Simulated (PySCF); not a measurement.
C₄AlN₄ (charge -1).
Cartesian coordinates in Å at the PBE0-D3(BJ)/def2-SVP level; atoms count from 1:
```xyz
9
C4AlN4 angstrom
N      0.151   -2.101   -2.321
C      0.101   -1.320   -1.462
Al     0.003    0.003   -0.001
C      1.673   -0.057    1.052
N      2.655   -0.091    1.673
C     -1.533   -0.427    1.162
N     -2.438   -0.687    1.842
C     -0.230    1.810   -0.761
N     -0.366    2.875   -1.208
```

Computed at PBE0/pcSseg-1 (PySCF, non-relativistic), with Q(14N) = 0.02044 b: N1, 14N (I = 1): χzz = -5.324 MHz, η = 0.001.

**Question.** Where would the pure quadrupole (NQR) lines of 14N at N1 fall for the rigid, isolated species?

**Answer.** From ν± = (3/4)|χ|(1 ± η/3) and ν0 = |χ|η/2: ν+ 3.994 MHz, ν− 3.992 MHz, ν0 0.002 MHz (cyano nitrogen).

In a crystal, neighbours and librations shift these lines. The pcSseg-1 basis has no diffuse functions, a weakness for an anion. With so small a basis the couplings can be 20 % off.

The run behind these numbers computed NMR shieldings as well. The run took 15 s of wall time on Arm Neoverse V2, one thread, shared host.
